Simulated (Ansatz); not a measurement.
C$_{2}$H$_{8}$HfO$_{3}$S (`C[O][Hf]([OH])([OH])[S]C`). Charge 0, multiplicity 1. Correlated methods include outer-core shells of Hf, which these sets cover unevenly. Hf: def2 effective core potential.

Cartesian coordinates in Å:
```
C -2.356 -0.877 -2.053
O -1.430 -0.418 -1.126
Hf -0.159 0.394 0.042
O 0.868 1.790 -0.798
O -0.973 1.086 1.649
S 1.375 -1.426 0.663
C 2.544 -0.458 1.679
H -2.261 -0.334 -2.999
H -2.197 -1.943 -2.250
H -3.376 -0.745 -1.678
H 1.188 2.609 -1.160
H -1.605 1.157 2.357
H 3.288 -1.151 2.073
H 3.055 0.297 1.081
H 2.040 0.019 2.520
```

(1) Give the diagnostics of a CCSD(T)/def2-TZVPP run (frozen core, Ansatz 0.2.0). (An estimate is asked.)

Results:

(1) The calculation gave: T1 = 0.0149, largest single amplitude 0.028, largest double 0.026, (T) share of the correlation energy 3.9 %, 9 CCSD cycles. The RHF solution is stable towards an unrestricted one. T1 lies under the customary mark of 0.02 for closed shells.
